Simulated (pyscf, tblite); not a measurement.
H₃C–Si:–CH₃ [singlet] -> H₂C=SiH–CH₃: energy along the mass-weighted descent from the GFN2-xTB saddle (tblite), relative to the relaxed reactant side.

(s (amu^1/2 bohr), E (kcal/mol)): (-3.35, 0.2); (-3.20, 0.3); (-3.03, 0.4); (-1.32, 21.2); (0.960, 40.5); (3.24, 8.9); (5.40, 3.9); (7.68, 3.3); (9.78, 2.6); (10.0, 2.5); (10.2, 2.4)

Problem. The GFN2-xTB barrier from the reactant side is 54.7 kcal/mol. What does ωB97X-D3(BJ) (PySCF) give from its own reactant-side minimum, in def2-SVP and in def2-TZVP?

Solution. 42.6 kcal/mol in the double-zeta basis after reoptimising the saddle, and 41.3 kcal/mol in the triple-zeta single point, so the tight-binding barrier lies 13.5 kcal/mol over the latter. The imaginary mode goes from 1484i to 1145i cm⁻¹.
